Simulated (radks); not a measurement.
Initial-state core-level shifts of the calcium ion Ca+ when its valence configuration changes from [Ar] 4s1. Method: scalar-relativistic Kohn-Sham, r2SCAN, spin-polarised, spherical densities, finite nucleus; open shells are filled with parallel spins first; meta-GGA in the generalised Kohn-Sham scheme; Fermi nuclear charge, rms radius 3.4776 fm; computed with a radial shooting solver on a logarithmic mesh with Libxc functionals. Shifts are changes of the shell-averaged eigenvalues in eV (positive: less bound); the change of the density at the nucleus, which sets a Mossbauer isomer shift, is in e/bohr^3, on a base of 6184.

valence,2s,2p,3s,3p,density at nucleus
3d0.5 4s0.5,+2.427,+2.398,+2.132,+2.002,-1.9650
4p1,-1.330,-1.330,-1.295,-1.269,-2.7265
3d1,+4.430,+4.378,+3.957,+3.721,-3.5740
4s0.5 4p0.5,-0.669,-0.669,-0.655,-0.642,-1.4503
3d0.5 4p0.5,+1.796,+1.767,+1.503,+1.382,-3.2316
